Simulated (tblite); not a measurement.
Species: C4H8FNSi2.
Atom-mapped SMILES: `[CH2:1]=[CH:2][C@:3]([F:4])([SiH3:5])[SiH2:6][C:7]#[N:8]` (hydrogens: H9, H10 on C1; H11 on C2; H12, H13, H14 on Si5; H15, H16 on Si6)

The geometry is computed with GFN2-xTB (gas phase).

**Question.** List the bond lengths, angles and torsions at this level.

**Answer.** 
```json
{"bond": "C1=C2", "length (pm)": "132.2", "order": "double"}
{"bond": "C2–C3", "length (pm)": "148.6", "order": "single"}
{"bond": "C3–F4", "length (pm)": "141.3", "order": "single"}
{"bond": "C3–Si5", "length (pm)": "193.5", "order": "single"}
{"bond": "C3–Si6", "length (pm)": "192.8", "order": "single"}
{"bond": "Si6–C7", "length (pm)": "186.7", "order": "single"}
{"bond": "C7≡N8", "length (pm)": "114.5", "order": "triple"}
{"bond": "C1–H9", "length (pm)": "107.6", "order": "single"}
{"bond": "C1–H10", "length (pm)": "107.7", "order": "single"}
{"bond": "C2–H11", "length (pm)": "108.3", "order": "single"}
{"bond": "Si5–H12, Si5–H13, Si5–H14", "length (pm)": "146.1", "order": "single"}
{"bond": "Si6–H15", "length (pm)": "146.2", "order": "single"}
{"bond": "Si6–H16", "length (pm)": "146.2", "order": "single"}
```

Bonds in one row agree within 1 pm and their mean is given. Orders are formal, as drawn. A selection of angles:
```json
{"angle": "C1–C2–C3", "degrees": "125.7"}
{"angle": "C2–C3–F4", "degrees": "109.9"}
{"angle": "C2–C3–Si5", "degrees": "110.3"}
{"angle": "C2–C3–Si6", "degrees": "110.0"}
{"angle": "F4–C3–Si5", "degrees": "105.4"}
{"angle": "F4–C3–Si6", "degrees": "105.1"}
{"angle": "Si5–C3–Si6", "degrees": "115.8"}
{"angle": "C3–Si6–C7", "degrees": "104.9"}
{"angle": "Si6–C7–N8", "degrees": "179.6"}
```

Dihedral angles: C1–C2–C3–F4 -1° (synperiplanar); C2–C3–Si6–C7 61° (synclinal).

The 2 C–C bonds span 1.322 Å (C1=C2, drawn double) to 1.486 Å (C2–C3, drawn single), a spread of 0.164 Å. Si5 (SiH3 silicon) is tetrahedral (angles from 106.7° to 112.4°). Of the pairs four or more bonds apart, F4···H10 is among the closest relative to their van der Waals radii: 2.43 Å, 91 % of the sum of Bondi's values. The C–Si distances run from 1.867 Å (Si6–C7, drawn single) to 1.935 Å (C3–Si5, drawn single), a spread of 0.068 Å. Si6 (SiH2 silicon) is distorted tetrahedral (angles from 104.9° to 114.1°).

Point group: C1 (no symmetry element, even within 0.4 Å). Its GFN2-xTB frequencies are all real (lowest 35 cm⁻¹). One conformer, not necessarily the lowest.
